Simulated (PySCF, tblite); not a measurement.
Isomers of C4H13FOSi2. Method: GFN2-xTB as coded in tblite; computed harmonic values from a numerical Hessian at the method's own geometry, unscaled. This tight-binding method is rough: wavenumbers can miss measured ones by several per cent, in bad cases by 10 to 20. Modes of hydrogen on silicon can be 10 to 20 % off. One conformer each.

Electronic energies: PBE0/pcSseg-1 single points on the GFN2-xTB geometries (PySCF, gas phase).

| SMILES | electronic energy, lowest = 0 (kJ/mol) |
| --- | --- |
| C[C@H](O)C[SiH2][SiH2]CF | 0.0 |
| COC([SiH3])([SiH3])CCF | 102.1 |
| OCC([SiH3])([SiH3])CCF | 43.5 |

**Question.** How do GFN2-xTB zero-point energies change the relative energies?

**Answer.** 
```json
{"SMILES": "C[C@H](O)C[SiH2][SiH2]CF", "ZPE (kJ/mol)": "415.2", "of it from modes above 1550 cm⁻¹": "216.2", "electronic (kJ/mol)": "0.0", "with ZPE, lowest = 0 (kJ/mol)": "0.0", "lowest mode (cm⁻¹)": "23", "rings": "0"}
{"SMILES": "OCC([SiH3])([SiH3])CCF", "ZPE (kJ/mol)": "406.9", "of it from modes above 1550 cm⁻¹": "207.7", "electronic (kJ/mol)": "43.5", "with ZPE, lowest = 0 (kJ/mol)": "35.3", "lowest mode (cm⁻¹)": "67", "rings": "0"}
{"SMILES": "COC([SiH3])([SiH3])CCF", "ZPE (kJ/mol)": "402.6", "of it from modes above 1550 cm⁻¹": "205.3", "electronic (kJ/mol)": "102.1", "with ZPE, lowest = 0 (kJ/mol)": "89.5", "lowest mode (cm⁻¹)": "59", "rings": "0"}
```

The zero-point energies span 12.6 kJ/mol, from `COC([SiH3])([SiH3])CCF` to `C[C@H](O)C[SiH2][SiH2]CF`. The order is unchanged.

**Question.** And how do the electronic energies of GFN2-xTB itself compare?

**Answer.** `C[C@H](O)C[SiH2][SiH2]CF` 32.1; `OCC([SiH3])([SiH3])CCF` 0.0; `COC([SiH3])([SiH3])CCF` 11.8 kJ/mol, lowest = 0. Against the energies above, taken from the same isomer `C[C@H](O)C[SiH2][SiH2]CF`, the largest difference is 122.4 kJ/mol.
